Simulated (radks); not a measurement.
Initial-state core-level shifts of the niobium ion Nb3+ when its valence configuration changes from [Kr] 4d2. Method: scalar-relativistic Kohn-Sham, r2SCAN, spin-polarised, spherical densities, finite nucleus; open shells are filled with parallel spins first (spin-orbit coupling, left out, can overturn this in heavy ions); meta-GGA in the generalised Kohn-Sham scheme; Fermi nuclear charge, rms radius 4.324 fm; computed with a radial shooting solver on a logarithmic mesh with Libxc functionals. Shifts are changes of the shell-averaged eigenvalues in eV (positive: less bound); the change of the density at the nucleus, which sets a Mossbauer isomer shift, is in e/bohr^3, on a base of 8.401e+04.

| valence | 1s | 3s | 3d | 4p | density at nucleus |
|---|---|---|---|---|---|
| 5s2 | -10.162 | -10.483 | -10.540 | -8.190 | +51.719 |
| 4d1 5p1 | -6.036 | -6.206 | -6.234 | -5.079 | +4.271 |
| 4d1.5 5p0.5 | -3.017 | -3.104 | -3.118 | -2.566 | +2.054 |
| 5p2 | -12.142 | -12.475 | -12.534 | -9.985 | +9.266 |
| 4d1 5s1 | -4.928 | -5.101 | -5.130 | -4.050 | +25.028 |
| 4d1.5 5s0.5 | -2.465 | -2.553 | -2.568 | -2.046 | +12.330 |
